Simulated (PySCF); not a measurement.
Cartesian coordinates (Å):
```xyz
5

O     -1.5152    -0.1796    -0.1364
Al    -0.0085    -0.6729     0.4871
O      1.5113    -0.1193    -0.0475
H     -1.6596     0.4531    -0.8433
H      1.6720     0.5187    -0.7461
```
Charge 0, spin multiplicity 2.

### Question
Give the total energy, dipole moment and highest occupied spin orbital at the level TPSSh-D3(BJ)/def2-TZVP // B3LYP-D3(BJ)/def2-TZVP run with PySCF 2.14.0.

### Answer

The total energy comes out as -10727.64 eV. The dipole moment is 1.96 D and the highest occupied spin orbital comes out as -5.57 eV.
